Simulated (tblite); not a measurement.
Species: C₄H₈FS₂ (doublet state).
SMILES with atom numbers: `[CH3:1][S:2][CH2:3][C:4]([SH:5])[CH2:6][F:7]` (hydrogens: H8, H9, H10 on C1; H11, H12 on C3; H13 on S5; H14, H15 on C6)

Computed with GFN2-xTB (tblite), gas phase: L-BFGS steps from a force-field or distance-geometry start until the largest atomic force falls under 0.01 eV/Å.

Geometry at step 24:
```
atom  x, y, z in Å
C1      2.5296    0.5242    0.0661
S2      1.2622    0.3129   -1.2215
C3      0.1804   -0.9368   -0.4462
C4     -1.0891   -0.4557    0.1519
S5     -1.7193   -1.4790    1.4121
C6     -1.6798    0.8943   -0.0478
F7     -1.7603    1.2661   -1.3713
H8      2.6557   -0.4022    0.6186
H9      2.2634    1.3385    0.7342
H10     3.4524    0.7649   -0.4510
H11     0.7756   -1.4817    0.2925
H12    -0.0418   -1.6317   -1.2616
H13    -3.0323   -1.3368    1.1845
H14    -2.7144    0.9295    0.3176
H15    -1.0867    1.7016    0.4207
```

**Question.** What forces act on the atoms?

**Answer.** 
```json
{"atom": "C1", "Fx (eV/Å)": "0.052", "Fy (eV/Å)": "0.042", "Fz (eV/Å)": "0.030"}
{"atom": "S2", "Fx (eV/Å)": "0.033", "Fy (eV/Å)": "0.052", "Fz (eV/Å)": "0.039"}
{"atom": "C3", "Fx (eV/Å)": "-0.016", "Fy (eV/Å)": "0.024", "Fz (eV/Å)": "-0.001"}
{"atom": "C4", "Fx (eV/Å)": "-0.052", "Fy (eV/Å)": "0.083", "Fz (eV/Å)": "0.122"}
{"atom": "S5", "Fx (eV/Å)": "0.022", "Fy (eV/Å)": "0.034", "Fz (eV/Å)": "-0.052"}
{"atom": "C6", "Fx (eV/Å)": "-0.062", "Fy (eV/Å)": "0.054", "Fz (eV/Å)": "-0.103"}
{"atom": "F7", "Fx (eV/Å)": "0.052", "Fy (eV/Å)": "-0.190", "Fz (eV/Å)": "-0.143"}
{"atom": "H8", "Fx (eV/Å)": "-0.019", "Fy (eV/Å)": "0.022", "Fz (eV/Å)": "-0.025"}
{"atom": "H9", "Fx (eV/Å)": "-0.042", "Fy (eV/Å)": "-0.034", "Fz (eV/Å)": "0.034"}
{"atom": "H10", "Fx (eV/Å)": "0.028", "Fy (eV/Å)": "0.041", "Fz (eV/Å)": "-0.002"}
{"atom": "H11", "Fx (eV/Å)": "-0.057", "Fy (eV/Å)": "-0.024", "Fz (eV/Å)": "-0.035"}
{"atom": "H12", "Fx (eV/Å)": "-0.038", "Fy (eV/Å)": "-0.062", "Fz (eV/Å)": "-0.104"}
{"atom": "H13", "Fx (eV/Å)": "0.022", "Fy (eV/Å)": "0.118", "Fz (eV/Å)": "-0.015"}
{"atom": "H14", "Fx (eV/Å)": "0.086", "Fy (eV/Å)": "-0.008", "Fz (eV/Å)": "0.185"}
{"atom": "H15", "Fx (eV/Å)": "-0.009", "Fy (eV/Å)": "-0.151", "Fz (eV/Å)": "0.071"}
```

The largest, 0.24 eV/Å, acts on F7; the rms over all components is 0.072 eV/Å. The forces sum to zero within rounding, as they must for an isolated molecule in no field.

**Question.** Give the force on F7 in Eh/bohr and in nN.

**Answer.** 0.243 eV/Å ÷ 51.422 = 0.00473 Eh/bohr, and 0.243 eV/Å × 1.602 = 0.39 nN.

**Question.** How far is this geometry from the end of the optimisation?

**Answer.** 0.461 eV above it, and 1.175 Å rms away after alignment. The bonds farthest from their final lengths, with half the difference of the two atoms' forces along the bond (positive lengthens):

```csv
bond,now (Å),final (Å),force along bond (eV/Å)
S2–C3,1.826,1.892,+0.02
C3–C4,1.484,1.452,+0.05
C6–H15,1.106,1.094,-0.02
C1–S2,1.819,1.811,0.00
S5–H13,1.340,1.333,0.00
C3–H11,1.094,1.088,-0.01
```

The angle farthest from its final value is C3–C4–C6, 125.5° against 119.9°.

Of the 3 listed bonds off by 0.010 Å or more, this force points towards the final length in 2.

The cost below is that of the whole relaxation. On one thread, Arm Neoverse N1 (aarch64), no GPU, on a shared host, this took 1.7 s.
